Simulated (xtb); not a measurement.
xtb input:

```bash
xtb mol.xyz --gfn 2 --ohess tight --chrg -1 --uhf 0
```
mol.xyz:
```
6

B     -0.19513082    -0.30565639     0.32464748
H     -1.03194308    -1.08089987     0.37089533
O      0.97566947    -0.66962071     0.79905067
H      1.74877041    -0.12106585     0.76438662
P     -0.43237012     1.37662177    -0.61282859
H     -1.12336390     0.89180391    -1.69050191
```

Task: What final total energy does it print?

Result: -9.57456 Eh (GFN2-xTB).

It need not be the lowest isomer of its formula. Whether it binds its extra electron was not tested at this geometry.
